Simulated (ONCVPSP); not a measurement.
## Before and after: ONCV potential for Mo

ONCVPSP 4.0.1 input, shortened (lines: element, Z, core and valence counts, functional; n l f; lmax; l rc ep ncon nbas qcut; lloc lpopt rc5 dvloc0; l nproj debl; icmod fcfact rcfact), PBE, scalar-relativistic:

```
  Mo 42.00    6    4        4      upf
    1    0    2.00
    2    0    2.00
    2    1    6.00
    3    0    2.00
    3    1    6.00
    3    2   10.00
    4    0    2.00
    4    1    6.00
    4    2    5.00
    5    0    1.00
    2
    0    1.85    0.00    3    6    6.40
    1    1.60    0.00    4    8    8.60
    2    2.65    0.00    4    9    6.20
    4    5    1.50    0.00
    0    2    2.90
    1    2    1.20
    2    2    2.40
    3    1.75    1.15
```

In the p channel the program set the typed energies aside and used -1.414, 0.250 Ha.

Change: all radii but the core radius scaled by about 0.86 (s 1.58, p 1.38, d 2.28 bohr); local potential polynomial inside 1.28 bohr (lpopt 5, dvloc0 0 Ha).

Cutoffs: the cutoffs (Ha) at which the residual kinetic energy of the hardest occupied pseudo-wave falls to 1 and 0.1 mHa per electron; they do not see the model core or the augmentation charge, which bear on the density cutoff. Errors are all-electron minus pseudo energies relative to the spin-unpolarised reference configuration.

Task: How do hardness, ghosts and transferability respond?

Result: The potential gets harder (23 Ha and 29 Ha → 28 Ha and 33 Ha); of the 4 tests that both files solve, the error grows in 0 and shrinks in 3 by more than 15 % and 0.3 meV (median size 2.9 → 1.2 meV); neither file shows a bound ghost. A smaller radius makes the pseudo-wave follow the all-electron one further in, where it bends more sharply, so more plane waves are needed. Less of the atom is replaced, so other configurations are described better.

| quantity | base | changed |
| --- | --- | --- |
| cutoff, loose | 23 Ha | 28 Ha |
| cutoff, tight | 29 Ha | 33 Ha |
| loose cutoff by channel | s 14 Ha, p 23 Ha, d 13 Ha | s 17 Ha, p 28 Ha, d 14 Ha |
| bound ghosts | none | none |
| GHOST(+) flags under 300 eV | none | s at 183.8 eV |
| error for 4s2 4p6 4d5 5s0, meV [ΔE 6.89 eV] | -1.2 | -1.2 |
| error for 4s2 4p6 4d4 5s0, meV [ΔE 22.35 eV] | -4.7 | -1.2 |
| error for 4s2 4p6 4d3 5s0, meV [ΔE 49.10 eV] | +57 | +26 |
| error for 4s2 4p6 4d5 5s0 5p1, meV [ΔE 3.14 eV] | -1.1 | -0.8 |
| rms error of d²Exc/dni dnj with the model core, mHa | 1.17 | 0.84 |
